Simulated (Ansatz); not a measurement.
## C2H6GeO: where a starting geometry ends

The starting geometry of this gas-phase singlet was optimised with GFN2-xTB; its bonds are those of `C=[C](O)[GeH3]`.

```yaml
atoms:
  - { symbol: C, position_ang: [-1.1351, 1.9434, -0.8085] }
  - { symbol: C, position_ang: [-0.6272, 1.1845, 0.1502] }
  - { symbol: Ge, position_ang: [-1.5126, -0.2598, 1.1168] }
  - { symbol: O, position_ang: [0.6451, 1.3085, 0.6240] }
  - { symbol: H, position_ang: [-0.5693, 2.7284, -1.2903] }
  - { symbol: H, position_ang: [-2.1480, 1.7971, -1.1363] }
  - { symbol: H, position_ang: [1.1104, 2.0200, 0.1630] }
  - { symbol: H, position_ang: [-1.5075, 0.0429, 2.5763] }
  - { symbol: H, position_ang: [-2.9178, -0.4307, 0.6448] }
  - { symbol: H, position_ang: [-0.7585, -1.5289, 0.9099] }
```

Task: Where would you expect an optimisation with B3LYP/def2-SVP to take it?

Result: It keeps its bonds, and is `C=[C](O)[GeH3]`.

The energy falls by 0.10 eV over 8 steps:

```
step  E − E(last) (eV)
   1             0.103
   2             0.009
   3             0.002
   4             0.001
   5             0.000
   6             0.000
   7             0.000
   8             0.000
```

Final geometry (Å):

```yaml
atoms:
  - { symbol: C, position_ang: [-1.1445, 1.9270, -0.7920] }
  - { symbol: C, position_ang: [-0.5787, 1.1851, 0.1730] }
  - { symbol: Ge, position_ang: [-1.5098, -0.2646, 1.1215] }
  - { symbol: O, position_ang: [0.6996, 1.3367, 0.6172] }
  - { symbol: H, position_ang: [-0.5936, 2.7289, -1.3004] }
  - { symbol: H, position_ang: [-2.1759, 1.7549, -1.1025] }
  - { symbol: H, position_ang: [1.1306, 2.0569, 0.1303] }
  - { symbol: H, position_ang: [-1.5465, 0.0441, 2.6314] }
  - { symbol: H, position_ang: [-2.9433, -0.3707, 0.5682] }
  - { symbol: H, position_ang: [-0.7584, -1.5928, 0.9031] }
```

Frequencies at the end are all real (lowest 114 cm⁻¹). Run with Ansatz 0.2.0, 15 s on 2 threads of Intel(R) Xeon(R) 6975P-C (Granite Rapids) (shared host).
